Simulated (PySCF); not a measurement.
Isomers of CH9NSi2. Isolated molecules, 0 K electronic values unless said otherwise. One relaxed conformer stands for each flexible species; it need not be the lowest. Strings in code marks are SMILES.

Quantity: electronic energy of isomers of CH9NSi2 relative to `C[SiH2]N[SiH3]` (C–Si–N–Si torsion 75°), in kJ/mol.

Level 1: PBE-D3(BJ)/def2-TZVP // PBE0-D4/def2-TZVP (PySCF)
Level 2: frozen-core MP2/6-31G* // PBE0-D4/def2-TZVP (PySCF)
Level 3: HF/6-31G* // PBE0-D4/def2-TZVP (PySCF)
Level 4: HF/STO-3G // PBE0-D4/def2-TZVP (PySCF)

```csv
species,level 2,level 3,level 4
`[SiH3]CN[SiH3]` (Si–C–N–Si torsion 155°),148.0,145.5,119.3
`NC[SiH2][SiH3]`,190.9,193.2,135.0
`C[Si@@H](N)[SiH3]`,64.9,72.4,44.3
`CN([SiH3])[SiH3]`,73.3,72.7,66.7
`C[SiH2][SiH2]N`,70.4,76.2,49.1
```

Q: What does level 1 give for each, and how far do the other levels lie from it on average?

A: 
- `[SiH3]CN[SiH3]` (Si–C–N–Si torsion 155°): 142.3
- `NC[SiH2][SiH3]`: 167.4
- `C[Si@@H](N)[SiH3]`: 40.91
- `CN([SiH3])[SiH3]`: 82.8
- `C[SiH2][SiH2]N`: 46.3
Mean absolute difference from level 1, which has limits of its own, over these rows (drawn at random from the members that have all these levels): level 2 17.35 kJ/mol, level 3 20.13 kJ/mol, level 4 15.59 kJ/mol.
